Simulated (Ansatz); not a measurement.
The lowest singlet and triplet of OH (SMILES [OH+]); geometries from B3LYP-D3(BJ)/def2-TZVP, each state relaxed from the structure named, with no frequency check, low spin by broken symmetry.
Singlet at the triplet's geometry (charge 1, multiplicity 1):
```xyz
2

O      0.00000     0.00000    -0.11563
H      0.00000     0.00000     0.92500
```

```csv
level,"gap E(singlet) − E(triplet), vertical, at the triplet's geometry (kJ/mol)",cost
R-HF/cc-pVDZ,361.0,-
U-PBE/def2-TZVPP (spin-contaminated),75.2,×3
R-r2SCAN/def2-TZVPP,331.9,×2
U-BHLYP/def2-TZVPP (spin-contaminated),78.3,×2
R-wB97X-V/def2-TZVPP,278.1,×2
R-MP2/cc-pVDZ,314.2,-
R-MP2/cc-pVQZ,298.4,-
R-CCSD/cc-pVDZ,269.9,-
R-CCSD(T)/cc-pVDZ,249.8,×1
R-CCSD(T)/cc-pVQZ,241.8,×7
R-CCSDT/cc-pVQZ,213.7,-
R-CCSDT(Q)/cc-pVDZ,228.8,×4
R-CCSDT(Q)/cc-pVQZ,210.6,×200
"SA-CASSCF(6,5)/cc-pVDZ",245.0,-
"SC-NEVPT2 on SA-CASSCF(6,5)/cc-pVTZ",219.4,-
"SC-NEVPT2 on SA-CASSCF(6,5)/cc-pVQZ",214.5,-
"FIC-NEVPT4(SD) on SA-CASSCF(6,5)/cc-pVTZ",216.2,-
"FIC-NEVPT4(SD) on SA-CASSCF(6,5)/cc-pVQZ",211.4,-
"FIC-MRCISD+Q on SA-CASSCF(6,5)/cc-pVTZ",215.6,-
"FIC-MRCISD+Q on SA-CASSCF(6,5)/cc-pVQZ",210.8,-
```

The rows run from 75.2 (U-PBE/def2-TZVPP (spin-contaminated)) to 361.0 kJ/mol (R-HF/cc-pVDZ). From cc-pVDZ to cc-pVQZ R-CCSD(T) changes by -8.0.

A positive gap puts the triplet lower; no zero-point energy. R- takes a restricted singlet, here one determinant of a half-filled degenerate or near-degenerate pair, which mixes singlet states. U- takes an unrestricted singlet (broken symmetry where lower, unprojected). The triplet is unrestricted in single-reference levels. Active spaces average the two states.

Cores are frozen in the correlated methods.

Doubts at one or more of the structures used: a restricted determinant that unrestricted orbitals would lower (R-HF/cc-pVDZ, R-r2SCAN/def2-TZVPP, R-wB97X-V/def2-TZVPP, R-MP2/cc-pVDZ, R-MP2/cc-pVQZ, R-CCSD/cc-pVDZ, R-CCSD(T)/cc-pVDZ, R-CCSD(T)/cc-pVQZ, R-CCSDT/cc-pVQZ, R-CCSDT(Q)/cc-pVDZ, R-CCSDT(Q)/cc-pVQZ); other coupled-cluster roots lie near (R-CCSDT/cc-pVQZ, R-CCSDT(Q)/cc-pVDZ, R-CCSDT(Q)/cc-pVQZ).

Run with Ansatz (an electronic-structure program) with Gaussian orbitals. Each number belongs to the level named beside it.

Costs are rough ratios of core time to R-PBE/def2-TZVPP (about 0.7 s over the structures, on one shared machine); a dash marks a level with no comparable run of its own.
